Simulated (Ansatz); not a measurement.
```yaml
crystal:
  periodic: [true, true, true]
  atoms:
    - {symbol: C, position_ang: [-0.798846, 1.107249, -0.998440]}
    - {symbol: B, position_ang: [-0.086784, -0.219613, -0.710980]}
    - {symbol: Ge, position_ang: [0.751333, -1.131077, 0.912287]}
    - {symbol: H, position_ang: [-1.378407, 1.136965, -1.924221]}
    - {symbol: H, position_ang: [0.028914, 1.827010, -1.123002]}
    - {symbol: H, position_ang: [-1.405457, 1.488288, -0.168766]}
    - {symbol: H, position_ang: [2.250161, -1.358140, 0.642992]}
    - {symbol: H, position_ang: [0.100318, -2.515063, 1.091038]}
    - {symbol: H, position_ang: [0.627268, -0.382019, 2.261892]}
basis:
  gaussian: {orbitals: "6-31G*"}
magnetization: {spin_polarized: true, initial_magnetization: 1}
hamiltonian: {xc: {name: B2PLYP}}
output: {forces: true}
```

```sh
$ ansatz run in.yaml --threads 4 --pin off --events-out ev --progress --plain --max-ram 10444MiB
```

Output, abridged:

```
Error: YAML parse error: error: line 2 column 3: crystal: missing field `lattice` (a structure is typed as `lattice` and `atoms`, a molecule's as `atoms` in Å alone, or read from a run's directory, `checkpoint`)
 --> <input>:2:3
1 | crystal:
2 |   periodic: [true, true, true]
3 |   atoms:
4 |     - {symbol: C, position_ang: [-0.798846, 1.107249, -0.998440]}
```

(1) What is wrong with this run?

## Answers

(1) The molecule is marked periodic without a cell. The program refused the input.
